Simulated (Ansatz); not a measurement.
Compare A (`C[SiH2]NCO`) with its isomer B (`CO[SiH](C)N`).

Gas-phase electronic energies from Ansatz, PBE0-D4/def2-TZVP geometries. CCSD(T)/CBS is the MP2 limit (def2-TZVPP, def2-QZVPP) plus CCSD(T) − MP2 in def2-TZVPP, frozen cores. Functionals use def2-TZVPP. B3LYP here is the variant with VWN-RPA as its local correlation; programs differ in this. Each species was taken in one conformer, which may not be the lowest.

A:

```xyz
14

C     1.5621    1.1642    1.0610
Si   -0.1656    0.4553    1.0172
N    -0.3837   -0.8916   -0.0338
C    -0.5244   -0.8142   -1.4541
O    -1.7077   -1.4141   -1.9248
H     1.8716    1.5054    0.0699
H     2.2842    0.4187    1.4033
H     1.6089    2.0198    1.7410
H    -1.0982    1.5253    0.5606
H    -0.5421   -0.0043    2.3818
H    -0.2690   -1.8304    0.3149
H    -0.4807    0.2467   -1.7405
H     0.2790   -1.3368   -1.9827
H    -2.4344   -1.0440   -1.4138
```

B:

```xyz
14

C    -1.719   -0.524    0.915
O    -1.172   -0.769   -0.355
Si    0.356   -0.319   -0.784
C     0.550    1.533   -0.707
N     1.590   -0.987    0.194
H    -1.913    0.544    1.073
H    -1.058   -0.877    1.717
H    -2.668   -1.058    0.994
H     0.467   -0.857   -2.160
H    -0.247    2.026   -1.268
H     1.508    1.841   -1.133
H     0.507    1.899    0.323
H     1.778   -1.973    0.246
H     2.020   -0.478    0.947
```

(1) Which isomer does CCSD(T)/CBS put lower? Give the gap. (Best estimate.)

(2) Give E(B) − E(A) in kJ/mol with CCSD/def2-TZVPP, B3LYP, r2SCAN-D4, CCSD(T)/def2-TZVPP, B2PLYP, MP2/def2-TZVPP, PBE0-D4. (Estimate.)

Largest T1 diagnostic: 0.011.

Answers

(1) Computed: B, by 153.4 kJ/mol.

(2) Ansatz gave: CCSD/def2-TZVPP -151.8, B3LYP -149.9, r2SCAN-D4 -152.1, CCSD(T)/def2-TZVPP -150.2, B2PLYP -153.1, MP2/def2-TZVPP -154.9, PBE0-D4 -143.4. None reverses the order clearly.

From PBE to PBE0 (25 % exact exchange), in def2-TZVPP and without D4, E(B) − E(A) moves by −4.7 kJ/mol.
